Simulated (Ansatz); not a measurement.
BiF3, relaxed as a singlet with RKS PBE-D4/def2-TZVP in Ansatz, starting from the GFN2-xTB geometry. Force threshold 0.02 eV/Å.

In the def2 sets Bi takes a core potential; there is no spin–orbit coupling.

Start:

```xyz
4

Bi    0.210    0.670   -0.450
F     1.560   -0.508    0.487
F    -0.783   -0.917   -1.216
F    -0.986    0.755    1.179
```

Question: Estimate the energy that the relaxation releases and the steps that it takes.

Answer: 2.7 kJ/mol, in 4 steps; 3 s on 4 threads of AMD EPYC 7R43 on a shared host. No frequencies were taken in this run, so the end may be a saddle point.

Question: Does the start keep its bonding and symmetry?

Answer: By distances, no bond broke or formed. The bond that changes most is Bi1–F4, from 2.02 to 2.02 Å (atoms count from 1). Point group C3v at the start, C3v at the end, both within 0.05 Å.

Question: Predict the relaxed structure.

Answer: 
```xyz
4

Bi    0.194    0.621   -0.417
F     1.610   -0.499    0.485
F    -0.798   -0.919   -1.264
F    -1.007    0.798    1.196
```
Bond lengths: 3 × Bi–F 2.02 Å.
